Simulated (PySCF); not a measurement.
TeOF₂, singlet: structure and spectrum

Level of theory: PBE0 in PySCF with Te def2-TZVP with ECP28, O def2-TZVP, F def2-TZVP; scalar-relativistic core potentials, no spin–orbit coupling; density-fitted integrals.

The structure is a minimum.

```
Point group                                                                   : Cs
Bond lengths                                                                  : Te–F 1.882 Å (×2), Te–O 1.753 Å
Bond angles                                                                   : F–Te–F 91.6°, F–Te–O 102.6° (×2)
Enthalpy at 298.15 K above 0 K                                                : 14.69 kJ/mol
Zero-point energy                                                             : 17.8 kJ/mol
Principal polarisabilities                                                    : 29.9, 33.3, 40.1 bohr³
Atomisation energy without zero-point energy                                  : 1138 kJ/mol
Lowest empty level                                                            : -2.56 eV
Rotational constants                                                          : 0.174, 0.166, 0.118 cm⁻¹
Entropy at 298.15 K and 1 bar                                                 : 307.5 J/(mol K)
Dipole moment                                                                 : 4.00 D
Principal quadrupole moments (Buckingham, traceless) about the centre of mass : -5.37, 0.64, 4.73 D Å
Rotational symmetry number                                                    : 1
Heat capacity Cp at 298.15 K                                                  : 65.2 J/(mol K)
Highest occupied level                                                        : -9.17 eV
```

Harmonic modes (masses in u: Te 129.906, O 15.995, F 18.998):
```json
{"symmetry": "a'", "ω (cm⁻¹)": "209", "IR (km/mol)": "5.0", "type": "bend"}
{"symmetry": "a''", "ω (cm⁻¹)": "238", "IR (km/mol)": "9.9", "type": "bend"}
{"symmetry": "a'", "ω (cm⁻¹)": "282", "IR (km/mol)": "28.6", "type": "bend"}
{"symmetry": "a''", "ω (cm⁻¹)": "628", "IR (km/mol)": "108", "type": "stretch"}
{"symmetry": "a'", "ω (cm⁻¹)": "647", "IR (km/mol)": "104", "type": "stretch"}
{"symmetry": "a'", "ω (cm⁻¹)": "966", "IR (km/mol)": "65.6", "type": "stretch"}
```

Charges (e):
| atom | Mulliken | Löwdin | polar tensor | Mayer order to Te1 |
| --- | --- | --- | --- | --- |
| Te1 | 1.32 | 1.05 | 1.86 | – |
| O2 | -0.56 | -0.49 | -0.63 | 1.96 |
| F3,4 | -0.38 | -0.28 | -0.61 | 0.90 |

Mulliken populations on Te1 (electrons outside its core potential): s 3.84, p 8.19, d 10.46, f 0.19.

Counting electrons, tellurium keeps 2 of its valence electrons outside its bonds, so the VSEPR class is AX3E1 and the expected shape is trigonal pyramidal; with unlike ligands the computed point group is Cs.

Only a few start shapes were tried, so a lower isomer may exist.

The final relaxation and frequency run took 60 s on 4 threads of a shared INTEL XEON PLATINUM 8581C @ 2.30GHz (Emerald Rapids) host, with 143 basis functions and 17 gradients; the process peaked at 1.5 GiB. Launch command: `OMP_NUM_THREADS=4 python axn.py task.json out`.
